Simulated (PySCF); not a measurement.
Several orderings of computed values.

All species are isolated and taken at one optimised geometry, non-relativistic unless stated. Electronic properties by PySCF.

The conformers computed, where there is a choice (atom-mapped SMILES and torsion angles):
- `[O:1]=[CH:2][c:3]1[cH:4][cH:5][c:6]([S:7](=[O:8])(=[O:9])[Cl:10])[s:11]1`: O1–C2–C3–C4 0°, C5–C6–S7–O8 22°
- `[CH3:1][Si@@H:2]([PH2:3])[Si@H:4]([PH2:5])[O:6][SiH3:7]`: C1–Si2–Si4–P5 -173°, Si2–Si4–O6–Si7 150°, H–P3–Si2–C1 -73°, H–P3–Si2–C1 -166°, H–P5–Si4–Si2 54°, H–P5–Si4–Si2 -39°
- `[CH3:1][C@@H:2]([CH2:3][F:4])[Si@:5]1([CH3:6])[CH2:7][C@@H:8]([F:9])[CH2:10]1`: C1–C2–C3–F4 68°, C1–C2–Si5–C6 -55°
- `[CH:1]#[C:2][SiH2:3][CH2:4][Si:5]1([F:6])[CH2:7][SiH2:8][CH2:9]1`: C2–Si3–C4–Si5 178°, Si3–C4–Si5–F6 -57°
- `[CH3:1][C@@H:2](/[CH:3]=[CH:4]\[SiH3:5])[CH2:6][C:7]([CH3:8])([F:9])[F:10]`: C1–C2–C3–C4 -118°, C1–C2–C6–C7 68°, C2–C6–C7–C8 164°
- `[CH3:1][N:2]([CH3:3])[C:4]([CH3:5])([CH3:6])[CH3:7]`: C1–N2–C4–C5 -65°
- `[CH2:1]=[CH:2][SiH2:3][C:4]([F:5])([F:6])[C:7]([CH3:8])([CH3:9])[CH3:10]`: C1–C2–Si3–C4 47°, C2–Si3–C4–F5 -164°, Si3–C4–C7–C8 -178°
- `[CH3:1][S:2][CH2:3][P@@:4]1(=[O:5])[CH2:6][CH2:7][C@@H:8]1[CH3:9]`: C1–S2–C3–P4 57°, S2–C3–P4–O5 -93°

The conformers of `[SiH3]C/P=P/N1CCCC1`, `CCP1(=O)CCSCC1` and `CC[P@H+](P)CCC(F)(F)F` aren't listed.

(1) Rank by dipole moment, highest first (PBE0/pcSseg-1 at GFN2-xTB geometries).
A. `O=Cc1ccc(S(=O)(=O)Cl)s1`
B. `C[C@@H](CF)[Si@]1(C)C[C@@H](F)C1`
C. `C#C[SiH2]C[Si]1(F)C[SiH2]C1`
D. `P[Si@@H]([Si@@H](C)P)O[SiH3]`

(2) Rank by HOMO–LUMO gap, lowest first (PBE0/pcSseg-1 at GFN2-xTB geometries).
A. `C1SCCP(CC)(=O)C1`
B. `[SiH3]C/P=P/N1CCCC1`
C. `C[C@@H](CF)[Si@]1(C)C[C@@H](F)C1`
D. `[P@@H+](CCC(F)(F)F)(CC)P`
E. `Fc1cpcc2ccccc12`
F. `C[C@@H](/C=C\[SiH3])CC(C)(F)F`
G. `c12c(cc(cp1)F)cccc2`

(3) By how much do the two ends of that ranking differ?

(4) Rank by HOMO energy, highest first (PBE0/pcSseg-1 at GFN2-xTB geometries).
A. `C[C@H](CC(F)(C)F)/C=C\[SiH3]`
B. `CCP1(=O)CCSCC1`
C. `S(=O)(=O)(c1sc(cc1)C=O)Cl`
D. `[SiH3]C/P=P/N1CCCC1`
E. `CN(C)C(C)(C)C`

(5) Rank by smallest rotational constant, highest first (GFN2-xTB).
A. `CN(C)C(C)(C)C`
B. `C#C[SiH2]C[Si]1(F)C[SiH2]C1`
C. `C[C@@H](/C=C\[SiH3])CC(C)(F)F`
D. `CSC[P@@]1(=O)CC[C@@H]1C`
E. `C=C[SiH2]C(F)(F)C(C)(C)C`
F. `C#CC=C`
G. `Fc1cpcc2ccccc12`

(6) By how much do the two ends of that ranking differ?

Answers

(1) B (2.83 D), C (1.96 D), A (1.79 D), D (1.53 D).

(2) B (4.10 eV), G (4.37 eV), E (4.66 eV), F (7.23 eV), A (7.54 eV), D (7.91 eV), C (8.65 eV).

(3) By 4.55 eV, between `C[C@@H](CF)[Si@]1(C)C[C@@H](F)C1` and `[SiH3]C/P=P/N1CCCC1`.

(4) D (-5.75 eV), E (-5.87 eV), B (-6.56 eV), A (-7.61 eV), C (-8.38 eV).

(5) F (4.423 GHz), A (1.926 GHz), E (0.793 GHz), D (0.700 GHz), G (0.581 GHz), C (0.498 GHz), B (0.399 GHz).

(6) By 4.024 GHz, between `C#CC=C` and `C#C[SiH2]C[Si]1(F)C[SiH2]C1`.
